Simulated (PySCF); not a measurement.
# Bond lengths and vibrations by method: BCl2H2Si cation

Calculated results; nothing here was measured. The program is PySCF 2.14.0, an open-source quantum chemistry code, run on an isolated molecule that a program drew, which may never have been made. The molecule is BCl2H2Si cation (charge +1, singlet), drawn as the SMILES string `Cl[B+][SiH2]Cl`.

The geometry was optimised and harmonic frequencies were computed with HF and MP2, all in the cc-pV(D+d)Z basis, for the commonest isotopes, with a restricted reference for singlets and an unrestricted one otherwise, and a frozen core in MP2. Each result is a local minimum of its method.

Geometry at the HF minimum:
```xyz
6
BCl2H2Si cation, angstrom
Cl   -0.3835   -2.8221   -1.9707
B    -0.2565   -1.4889   -1.0617
Si   -0.1078    0.2679    0.0636
Cl   -0.5744    1.6942   -1.2939
H     1.2890    0.2928    0.4955
H    -1.1093    0.0983    1.1156
```

Lengths of the bonds as drawn, in Å (atoms numbered as above):
| bond | HF | MP2 |
|---|---|---|
| Cl1-B2 | 1.619 | 1.621 |
| B2-Si3 | 2.092 | 2.072 |
| Si3-Cl4 | 2.024 | 2.026 |
| Si3-H5 | 1.462 | 1.469 |
| Si3-H6 | 1.462 | 1.469 |

Rotational constants, in GHz:
| constant | HF | MP2 |
|---|---|---|
| A | 8.538 | 8.324 |
| B | 1.237 | 1.264 |
| C | 1.095 | 1.112 |

Harmonic frequencies in cm^-1, each column in rising order, so a row needn't be the same motion in every method:
| rank | HF | MP2 |
|---|---|---|
| 1 | 81 | 69 |
| 2 | 214 | 198 |
| 3 | 325 | 315 |
| 4 | 387 | 380 |
| 5 | 594 | 558 |
| 6 | 609 | 602 |
| 7 | 725 | 691 |
| 8 | 877 | 826 |
| 9 | 992 | ? |
| 10 | 1262 | 1262 |
| 11 | 2406 | 2342 |
| 12 | 2429 | 2369 |

**Estimate the missing MP2 frequency from the HF column.**

A single factor s that minimises the squared misfit of MP2 against s times HF over the other rows is sum(HF x MP2) / sum(HF^2) = 0.9740, with an rms misfit of 16 cm^-1. For rank 9 it gives 0.9740 x 992 = 966 cm^-1. The calculation gives 936 cm^-1, 30 cm^-1 below the estimate. The drawn bonds are on average as long in MP2 as in HF.
